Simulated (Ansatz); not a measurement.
Coupled-cluster diagnostics for BMe2(nacnacH) (C₅H₁₁BN₂), Ansatz.

Geometry of the singlet (PBE-D4/def2-SVP):

```tsv
atom	x (Å)	y (Å)	z (Å)
B1	-0.045	-0.488	-0.406
C2	1.142	-1.579	-0.624
H3	2.034	-1.383	0.009
H4	1.488	-1.604	-1.682
H5	0.797	-2.613	-0.395
C6	-1.358	-0.760	-1.327
H7	-2.162	-0.008	-1.169
H8	-1.800	-1.762	-1.126
H9	-1.108	-0.752	-2.412
N10	0.511	0.980	-0.673
C11	0.589	1.972	0.200
C12	0.169	1.842	1.536
C13	-0.351	0.602	1.947
N14	-0.459	-0.434	1.130
H15	0.845	1.183	-1.618
H16	1.002	2.936	-0.149
H17	0.245	2.682	2.235
H18	-0.688	0.473	2.992
H19	-0.850	-1.288	1.533
```

Correlated methods freeze 8 core orbitals.

(1) Estimate the CCSD(T) correlation energy, the shares of MP2 and (T), T1 and the reference's ⟨S²⟩ for: charge 0, singlet, own geometry in def2-SVP; and the rough time on 4 threads of Intel Xeon on a shared host.

## Answers

(1) 
```json
{"state": "charge 0, singlet, own geometry", "basis": "def2-SVP", "correlation (eV)": "-33.444", "MP2 share (%)": "90.6", "(T) share (%)": "3.6", "T1": "0.016", "⟨S²⟩ (pure)": "0.00 (0.00)", "wall time": "86 s"}
```
Customary marks for T1 are 0.02 (closed shells), 0.045 (open shells) and about 0.05 (3d metals). T1 stays under 0.02 throughout.
